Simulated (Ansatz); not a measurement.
CN (SMILES [C]#N), doublet, geometry from GFN2-xTB; Ansatz (a first-principles code) with SVWN5/STO-3G.

Input for Ansatz:
Ansatz 0.2 input:
```yaml
crystal:
  periodic: [false, false, false]
  atoms:
    - {symbol: C, position_ang: [-0.00000000, -0.00000000, -0.61154905]}
    - {symbol: N, position_ang: [0.00000000, 0.00000000, 0.52418490]}
basis:
  gaussian:
    orbitals: STO-3G
    occupation: {up: {"A1": 4, "B1": 1, "B2": 1, "A2": 1}, down: {"A1": 4, "B1": 1, "B2": 1}}
hamiltonian:
  xc: {name: SVWN5}
magnetization: {spin_polarized: true, initial_magnetization: 1}
```

Task: What does Ansatz print? Leave out banner, timings and long lists.

Result: 
```
Functional definition: SVWN5
133 factors; integrals over basis functions are off by at most 4.6e-6 eV
Error: 1 electrons of one spin were asked for in irrep 3 (counted from 0), which has 0 orbitals
```

The program refused the input.
